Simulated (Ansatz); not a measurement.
`NB(O)O`. Total charge 0; spin multiplicity 1. The geometry is a stationary point of PBE0-D4/def2-TZVP. It is one conformer, not always the lowest.

```xyz
8

N    -1.004    0.346    0.469
B     0.249    0.037   -0.100
O     1.128    1.064   -0.334
O     0.648   -1.238   -0.437
H    -1.718   -0.325    0.679
H    -1.248    1.292    0.698
H     1.944    0.743   -0.721
H     0.001   -1.919   -0.254
```

Q: What is the dipole moment at B3LYP/def2-TZVPP? (Estimate.)

A: The calculation gave: 1.99 D, with components (-1.53, -1.18, 0.49) D in this frame, pointing from negative to positive charge.

Q: And with PBE, r2SCAN, ωB97M-V? (An estimate is asked.)

A: Computed: PBE 1.93 D, r2SCAN 1.97 D, ωB97M-V 1.99 D.

Q: Give the Mulliken charges with B3LYP, PBE, r2SCAN in def2-TZVPP. (Best estimate.)

A: Ansatz gave: 
| atom | B3LYP | PBE | r2SCAN |
| --- | --- | --- | --- |
| N1 | -0.34 | -0.35 | -0.41 |
| B2 | 0.34 | 0.26 | 0.41 |
| O3 | -0.35 | -0.32 | -0.38 |
| O4 | -0.34 | -0.30 | -0.37 |
| H5 | 0.13 | 0.14 | 0.15 |
| H6 | 0.17 | 0.18 | 0.18 |
| H7 | 0.20 | 0.20 | 0.21 |
| H8 | 0.18 | 0.18 | 0.20 |

B3LYP here is the variant with VWN-RPA as its local correlation; programs differ in this.
